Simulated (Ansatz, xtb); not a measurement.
**Isomers of C6H7NS in order of energy**

5 gas-phase structures of C6H7NS, from a drawn sample of its isomers (lower ones may exist). Each was relaxed with GFN2-xTB; where two conformers were screened, the lower at r2SCAN-D4/def2-SVP//GFN2-xTB is listed:

A. `C=C[C@@H](C#N)C(C)=S`, a singlet
B. `C/C=C(\C#N)C(C)=S`, a singlet
C. `C/C=C(/C#N)C(C)=S`, a singlet
D. `C=C/C(C#N)=C(\C)S`, a singlet
E. `C=C[C@@H](C#N)C(=C)S`, a singlet

Which do you expect lowest at r2SCAN-D4/def2-SVP//GFN2-xTB, and how would the others follow?

Calculated order at r2SCAN-D4/def2-SVP//GFN2-xTB: B (0.0), C (3.9), D (5.4), A (13.7), E (20.2) kcal/mol.

Energies above the lowest of each column, in kcal/mol; the last columns are at r2SCAN-D4/def2-SVP geometries:

```tsv
structure	GFN2-xTB	HF/STO-3G	r2SCAN-D4/def2-SVP//GFN2-xTB	r2SCAN-D4/def2-SVP	CCSD(T)/def2-SVP + ΔMP2/def2-TZVPP
B	0.0	0.0	0.0	0.0	0.0
C	1.8	4.5	3.9	3.7	3.7
D	8.7	3.2	5.4	5.6	3.1
A	12.1	14.0	13.7	13.5	8.0
E	19.2	16.3	20.2	19.5	11.9
```

Every level run on B puts it lowest or level with the lowest. CCSD(T)/def2-SVP + ΔMP2/def2-TZVPP orders those it was run on as B (0.0), D (3.1), C (3.7), A (8.0), E (11.9) kcal/mol. Less than 1 kcal/mol parts D and C, so the order within that pair means little. Some further structures that were screened fall inside this span and aren't listed. Flexible structures stand in one conformer each, not always the lowest. The ΔMP2 step shifts differences by up to 3.3 kcal/mol, which makes them less sure. ΔMP2 is the change of the MP2 energy from the smaller to the larger basis.

Over these structures GFN2-xTB departs from r2SCAN-D4/def2-SVP//GFN2-xTB by 1.6 kcal/mol on average once a common shift is removed. A GFN2-xTB relaxation took about 0.7 s and the r2SCAN-D4/def2-SVP//GFN2-xTB energy about 9.3 s on a shared host (Ansatz 0.2.0, xtb 6.7.1).
